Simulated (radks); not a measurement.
Ionisation ladder of iridium, from Ir XXVI to Ir XXVIII. Each ion is in the ground configuration listed by NIST, and IE = E(next ion) - E(this ion). Calculated with a radial shooting solver on a logarithmic mesh with Libxc functionals: scalar-relativistic Kohn-Sham, SCAN, spin-unpolarised, spherical densities, finite nucleus; meta-GGA in the generalised Kohn-Sham scheme; Fermi nuclear charge, rms radius 5.4032 fm.

Ir XXVI: configuration [Kr] 4d10 4f6; IE, Delta-SCF (eV) 797.17; -e(HOMO) (eV) 772.40; HOMO 4f; <r> HOMO (bohr) 0.435; IE, NIST (eV) 820; kind theory; error (eV) -22.8
Ir XXVII: configuration [Kr] 4d10 4f5; IE, Delta-SCF (eV) 847.69; -e(HOMO) (eV) 822.38; HOMO 4f; <r> HOMO (bohr) 0.429; IE, NIST (eV) 870; kind theory; error (eV) -22.3
Ir XXVIII: configuration [Kr] 4d10 4f4; IE, Delta-SCF (eV) 899.31; -e(HOMO) (eV) 873.47; HOMO 4f; <r> HOMO (bohr) 0.422; IE, NIST (eV) 920; kind theory; error (eV) -20.7

Reference values: NIST Atomic Spectra Database (exp. = measured, semi-emp. = semi-empirical, theory = theoretical value adopted there). The ionisation energy per charge of the ion left behind rises most, in proportion, at Ir XXVII ([Kr] 4d10 4f5), from 30.660 to 31.396 eV. Spin polarisation and multiplet splitting are left out, so open shells lie too high by an amount that depends on their filling. Spin-orbit splitting is averaged out at the scalar-relativistic level.

Beside tabulated values, note that spin-unpolarised runs miss the spin-polarisation part of the exchange energy of open shells.
